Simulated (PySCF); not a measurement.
Geometry:
```json
{"atom": "C1", "x (Å)": "-3.039", "y (Å)": "0.258", "z (Å)": "0.850"}
{"atom": "C2", "x (Å)": "-1.697", "y (Å)": "0.171", "z (Å)": "0.121"}
{"atom": "C3", "x (Å)": "-1.634", "y (Å)": "-1.112", "z (Å)": "-0.708"}
{"atom": "C4", "x (Å)": "-1.514", "y (Å)": "1.386", "z (Å)": "-0.789"}
{"atom": "C5", "x (Å)": "-0.567", "y (Å)": "0.153", "z (Å)": "1.164"}
{"atom": "O6", "x (Å)": "0.680", "y (Å)": "0.101", "z (Å)": "0.539"}
{"atom": "Si7", "x (Å)": "2.076", "y (Å)": "-0.468", "z (Å)": "1.100"}
{"atom": "O8", "x (Å)": "3.043", "y (Å)": "-0.346", "z (Å)": "-0.181"}
{"atom": "Si9", "x (Å)": "4.410", "y (Å)": "-0.168", "z (Å)": "-1.018"}
{"atom": "H10", "x (Å)": "-3.089", "y (Å)": "1.159", "z (Å)": "1.457"}
{"atom": "H11", "x (Å)": "-3.854", "y (Å)": "0.282", "z (Å)": "0.132"}
{"atom": "H12", "x (Å)": "-3.179", "y (Å)": "-0.602", "z (Å)": "1.501"}
{"atom": "H13", "x (Å)": "-2.418", "y (Å)": "-1.117", "z (Å)": "-1.461"}
{"atom": "H14", "x (Å)": "-0.670", "y (Å)": "-1.185", "z (Å)": "-1.205"}
{"atom": "H15", "x (Å)": "-1.761", "y (Å)": "-1.985", "z (Å)": "-0.070"}
{"atom": "H16", "x (Å)": "-0.528", "y (Å)": "1.357", "z (Å)": "-1.245"}
{"atom": "H17", "x (Å)": "-2.265", "y (Å)": "1.392", "z (Å)": "-1.576"}
{"atom": "H18", "x (Å)": "-1.603", "y (Å)": "2.308", "z (Å)": "-0.218"}
{"atom": "H19", "x (Å)": "-0.616", "y (Å)": "1.060", "z (Å)": "1.781"}
{"atom": "H20", "x (Å)": "-0.690", "y (Å)": "-0.709", "z (Å)": "1.830"}
{"atom": "H21", "x (Å)": "2.609", "y (Å)": "0.351", "z (Å)": "2.189"}
{"atom": "H22", "x (Å)": "1.990", "y (Å)": "-1.881", "z (Å)": "1.465"}
{"atom": "H23", "x (Å)": "4.701", "y (Å)": "1.261", "z (Å)": "-1.107"}
{"atom": "H24", "x (Å)": "4.134", "y (Å)": "-0.762", "z (Å)": "-2.324"}
{"atom": "H25", "x (Å)": "5.469", "y (Å)": "-0.877", "z (Å)": "-0.299"}
```

How the numbers were obtained: σ from GIAO-PBE0/pcSseg-1, geometry: GFN2-xTB, in PySCF (relativity neglected, equivalent nuclei averaged, isolated molecule, one computed conformer).

δ = σ(ref) − σ, references computed at the same level: ¹³C (186.93 ppm), ¹H (31.72 ppm), ²⁹Si (349.16 ppm) against TMS; ¹⁷O (336.08 ppm) against H2O.

```
                              atoms  nucleus  count  Hirshfeld charge  δ (ppm)
                           C1/C3/C4      ¹³C      3             -0.12        ?
                                 C2      ¹³C      1              0.02        ?
                                Si9     ²⁹Si      1              0.40    -46.0
H10/H11/H12/H13/H14/H15/H16/H17/H18       ¹H      9              0.04     1.01
                                 O6      ¹⁷O      1             -0.20     44.4
                                 C5      ¹³C      1              0.01     72.8
                                Si7     ²⁹Si      1              0.45    -41.8
                        H23/H24/H25       ¹H      3             -0.08     5.20
                            H21/H22       ¹H      2             -0.09     4.94
                                 O8      ¹⁷O      1             -0.30        ?
                            H19/H20       ¹H      2              0.03     3.53
```

Estimate the values marked ?.

## Answers


- C2: 35.6 ppm, quaternary sp3 carbon; aliphatic region, no heteroatom directly attached
- C1/C3/C4: 27.3 ppm, methyl carbon; saturated and bonded to C and H only
- O8: 26.3 ppm, oxygen bonded to 2 Si

Shifts are as computed. Against solution values, carbons near 30 ppm lie about +3 ppm off and those near 130 ppm about +5 ppm. Of 1309 compounds with measured shifts, 239 miss one by over three times the rms of a fit or turn the order of signals round; such compounds aren't used in these exercises. Experimental scales use liquid or dissolved standards, which lie at an offset from isolated H2O (liquid H2O: subtract about 36 ppm).
